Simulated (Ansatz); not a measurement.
Input for Ansatz (a quantum-chemistry and plane-wave program): R-B3LYP-D3(BJ)/def2-TZVP on H6OSi2 (SMILES [SiH3]O[SiH3]).

Ansatz 0.2 input:
```yaml
crystal:
  periodic: [false, false, false]
  atoms:
    - {symbol: Si, position_ang: [1.81080000, -0.36130000, 0.09610000]}
    - {symbol: O, position_ang: [0.00000000, 0.00020000, 0.00040000]}
    - {symbol: Si, position_ang: [-1.81080000, 0.36140000, -0.09590000]}
    - {symbol: H, position_ang: [2.12700000, -0.98420000, -1.18180000]}
    - {symbol: H, position_ang: [2.43510000, 0.94030000, 0.28860000]}
    - {symbol: H, position_ang: [1.94660000, -1.25520000, 1.23790000]}
    - {symbol: H, position_ang: [-2.39380000, -0.38900000, 1.00770000]}
    - {symbol: H, position_ang: [-2.20960000, -0.11870000, -1.41170000]}
    - {symbol: H, position_ang: [-1.90540000, 1.80650000, 0.05850000]}
basis:
  gaussian:
    orbitals: def2-TZVP
hamiltonian:
  xc: b3lyp
  dispersion: d3bj
relax: {f_tol: 0.004, max_steps: 120}
scf: {lower_state_search: off}
```

Problem. Give the final energy of this run.

Solution. -658.0017 hartree.

Problem. How many basis functions does it have, and what does it roughly cost on one machine?

Solution. 141 functions; around 80 core-seconds (rough).
